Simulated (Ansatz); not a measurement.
Relaxation of BBrH4Si (7 atoms, charge 0, multiplicity 1), to a largest force component of 0.02 eV/Å in at most 40 steps.

Theory: Ansatz, RKS revPBE/def2-SVP.

```xyz
7
Properties=species:S:1:pos:R:3
B -0.925 0.090 -0.675
Si 0.620 0.072 0.412
Br 0.980 -2.050 1.043
H -1.496 -0.847 -0.921
H -1.346 1.158 -1.144
H 0.431 0.936 1.599
H 1.797 0.573 -0.358
```

Q: Where does it end, and by what steps?

A: The forces met the threshold. After 5 steps the energy has fallen by 0.305 eV; H4 moved furthest, 0.22 Å.

```json
{"step": "0", "energy less start (eV)": "0.0000", "largest force component (eV/Å)": "2.625", "accepted": "yes"}
{"step": "1", "energy less start (eV)": "-0.2658", "largest force component (eV/Å)": "0.746", "accepted": "yes"}
{"step": "2", "energy less start (eV)": "-0.1107", "largest force component (eV/Å)": "1.644", "accepted": "no"}
{"step": "3", "energy less start (eV)": "-0.3048", "largest force component (eV/Å)": "0.085", "accepted": "yes"}
{"step": "4", "energy less start (eV)": "-0.3047", "largest force component (eV/Å)": "0.068", "accepted": "no"}
{"step": "5", "energy less start (eV)": "-0.3052", "largest force component (eV/Å)": "0.003", "accepted": "yes"}
```

```xyz
7
Properties=species:S:1:pos:R:3
B -1.009 0.118 -0.739
Si 0.640 0.031 0.429
Br 1.151 -2.047 1.168
H -1.671 -0.850 -1.053
H -1.348 1.214 -1.153
H 0.466 0.916 1.640
H 1.833 0.550 -0.338
```

Whether the end is a true minimum wasn't checked by a vibrational analysis.

The run took 9.5 s on 1 CPU thread of a shared host.
